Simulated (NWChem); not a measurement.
Molecule: AlAsH₄; SMILES [AlH2][AsH2]

Question: Give the equilibrium geometry at PBE0/def2-SVP (NWChem) as an XYZ file, with the point group.

Answer: point group Cs; any orientation.
```
6

Al     0.0698    -1.7937    -0.0038
As     0.1283     0.6357     0.0686
H     -0.6677     0.7463    -1.2276
H      1.4780     0.6775    -0.6406
H      1.3672    -2.6258     0.3917
H     -1.2965    -2.5388    -0.3353
```
